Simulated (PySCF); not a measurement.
C5H9O, charge +1, singlet, geometry from GFN2-xTB; R2SCAN/STO-3G in PySCF.

PySCF was given this input:
```python
from pyscf import gto, scf, dft

mol = gto.M(
    atom='''
O     1.983314   -0.639902   -0.027281
C     0.782455   -0.234074   -0.004646
C     0.316890    1.129092    0.268542
C    -1.167308    1.118337   -0.124280
C    -1.589159   -0.331791    0.126470
C    -0.342044   -1.136867   -0.256872
H     2.689350    0.019434    0.123154
H     0.410191    1.292084    1.352216
H     0.913370    1.909363   -0.209952
H    -1.754809    1.827614    0.451615
H    -1.271794    1.369787   -1.179698
H    -1.820520   -0.485856    1.180411
H    -2.461332   -0.615740   -0.455143
H    -0.343136   -1.359106   -1.333357
H    -0.232840   -2.106548    0.233721
''',
    basis='sto-3g',
    charge=1,
    spin=0,
    verbose=4,
)

mf = dft.RKS(mol)
mf.xc = 'r2scan'
mf.kernel()
```

Output, abridged:

```
PySCF version 2.14.0

[INPUT] verbose = 4
[INPUT] num. atoms = 15
[INPUT] num. electrons = 46
[INPUT] charge = 1
[INPUT] spin (= nelec alpha-beta = 2S) = 0
[INPUT] symmetry False subgroup None
[INPUT] Mole.unit = angstrom
[INPUT] Symbol           X                Y                Z      unit          X                Y                Z       unit  Magmom
[...]
nuclear repulsion = 247.58612871563
number of shells = 27
number of NR pGTOs = 117
number of NR cGTOs = 39
basis = sto-3g
ecp = {}

******** <class 'pyscf.dft.rks.RKS'> ********
method = RKS
initial guess = minao
damping factor = 0
level_shift factor = 0
DIIS = <class 'pyscf.scf.diis.CDIIS'>
diis_start_cycle = 1
diis_space = 8
diis_damp = 0
SCF conv_tol = 1e-09
SCF conv_tol_grad = None
SCF max_cycles = 50
direct_scf = True
direct_scf_tol = 1e-13
XC library pyscf.dft.libxc version 7.1.2
    S. Lehtola, C. Steigemann, M. J. T. Oliveira, and M. A. L. Marques,  SoftwareX 7, 1–5 (2018)
XC functionals = r2scan
    J. W. Furness, A. D. Kaplan, J. Ning, J. P. Perdew, and J. Sun,  J. Phys. Chem. Lett. 11, 8208–8215 (2020)
    J. W. Furness, A. D. Kaplan, J. Ning, J. P. Perdew, and J. Sun,  J. Phys. Chem. Lett. 11, 9248–9248 (2020)
    J. W. Furness, A. D. Kaplan, J. Ning, J. P. Perdew, and J. Sun,  J. Phys. Chem. Lett. 11, 8208–8215 (2020)
    J. W. Furness, A. D. Kaplan, J. Ning, J. P. Perdew, and J. Sun,  J. Phys. Chem. Lett. 11, 9248–9248 (2020)
radial grids:
    Treutler-Ahlrichs [JCP 102, 346 (1995); DOI:10.1063/1.469408] (M4) radial grids

becke partition: Becke, JCP 88, 2547 (1988); DOI:10.1063/1.454033
pruning grids: <function nwchem_prune>
grids dens level: 3
symmetrized grids: False
atomic radii adjust function: <function treutler_atomic_radii_adjust>
small_rho_cutoff = 0
Set gradient conv threshold to 3.16228e-05
Initial guess from minao.
tot grids = 172944
init E= -268.411177372983
[...]
cycle= 1 E= -267.365233418828  delta_E= 1.05  |g|= 0.476  |ddm|= 4.83
[...]
cycle= 2 E= -267.156582183618  delta_E= 0.209  |g|= 1.01  |ddm|= 1.59
[...]
cycle= 3 E= -267.428650544557  delta_E= -0.272  |g|= 0.153  |ddm|= 1.17
[...]
cycle= 4 E= -267.437265569056  delta_E= -0.00862  |g|= 0.0272  |ddm|= 0.273
[...]
cycle= 5 E= -267.437505966819  delta_E= -0.00024  |g|= 0.00462  |ddm|= 0.0355
[...]
cycle= 6 E= -267.43751338243  delta_E= -7.42e-06  |g|= 0.00108  |ddm|= 0.0068
[...]
cycle= 7 E= -267.4375137409  delta_E= -3.58e-07  |g|= 9.21e-05  |ddm|= 0.0015
[...]
cycle= 8 E= -267.437513743928  delta_E= -3.03e-09  |g|= 1.17e-05  |ddm|= 0.000162
[...]
cycle= 9 E= -267.437513743984  delta_E= -5.6e-11  |g|= 3.92e-06  |ddm|= 2.55e-05
[...]
Extra cycle  E= -267.437513743985  delta_E= -1.14e-13  |g|= 4.44e-06  |ddm|= 1.11e-05
converged SCF energy = -267.437513743985
```
